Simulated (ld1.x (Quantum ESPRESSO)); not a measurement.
Logarithmic derivatives: strontium, TM

ld1.x (Quantum ESPRESSO) 7.5 input, shortened:

```
&input
   title='Sr', zed=38., rel=2, dft='PW91', iswitch=3,
   config='[Kr] 4d0 5s0 5p0', rel_dist='average'
 /
 &inputp
   pseudotype=2, tm=.true., lloc=0,
   nlcc=.false.
 /
3
4P  2  1   6.00   0.00  2.60  2.60  0.0
4D  3  2   0.00   0.00  2.75  2.75  0.0
5S  1  0   0.00   0.00  3.00  3.00  0.0
 &test
   configts(1)='4p6 4d0 5s0 5p0'
 /
```

Open shells are filled in proportion to 2j + 1 (rel_dist='average').

The phase is arctan(r·u′/u) with u = r·R(r), unwrapped; energies in Ry, scanned from -5 to 5 Ry. A pole is an energy at which the radial function vanishes at the test radius. The pseudo phase is shifted by a multiple of π to meet the all-electron one at the reference energy, and phase errors are pseudo minus all-electron; the curves can meet again beyond the range given. Levels narrower than the energy grid can be missing from the lists of poles.

```json
{"channel": "s", "radius (bohr)": "3.26", "reference energy (Ry)": "-1.01", "poles, all-electron": "-4.00, 0.69", "poles, pseudo": "0.36, 3.06", "unbroken range about the reference energy with phases within 0.05 rad": "-3.9 to 0.3", "phase error 1 Ry above the reference energy (rad)": "-0.035"}
{"channel": "p1/2", "radius (bohr)": "3.26", "reference energy (Ry)": "-2.75", "poles, all-electron": "-2.68, 1.54", "poles, pseudo": "-2.68, 3.19", "unbroken range about the reference energy with phases within 0.05 rad": "below -1.5", "phase error 1 Ry above the reference energy (rad)": "+0.034"}
{"channel": "p3/2", "radius (bohr)": "3.26", "reference energy (Ry)": "-2.66", "poles, all-electron": "-2.59, 1.63", "poles, pseudo": "-2.59, 3.26", "unbroken range about the reference energy with phases within 0.05 rad": "below -1.5", "phase error 1 Ry above the reference energy (rad)": "+0.035"}
{"channel": "d3/2", "radius (bohr)": "3.26", "reference energy (Ry)": "-0.99", "poles, all-electron": "-0.58, 3.31", "poles, pseudo": "-0.55", "unbroken range about the reference energy with phases within 0.05 rad": "below 0.0", "phase error 1 Ry above the reference energy (rad)": "+0.050"}
{"channel": "d5/2", "radius (bohr)": "3.26", "reference energy (Ry)": "-0.98", "poles, all-electron": "-0.57, 3.34", "poles, pseudo": "-0.54", "unbroken range about the reference energy with phases within 0.05 rad": "below 0.0", "phase error 1 Ry above the reference energy (rad)": "+0.049"}
```

Phases in the d3/2 channel:

```csv
E (Ry),all-electron,pseudo
-5.00,1.418,1.419
-4.48,1.407,1.408
-3.96,1.393,1.394
-3.44,1.374,1.377
-2.92,1.348,1.351
-2.40,1.306,1.311
-1.88,1.222,1.230
-1.36,0.886,0.903
-0.84,-1.327,-1.322
-0.32,-1.682,-1.657
0.20,-1.857,-1.783
0.72,-2.218,-1.929
1.24,-3.686,-2.250
1.76,-4.400,-3.313
2.28,-4.577,-4.197
2.80,-4.659,-4.452
3.32,-4.713,-4.560
3.84,-4.758,-4.620
4.36,-4.807,-4.661
4.88,-4.873,-4.691
```
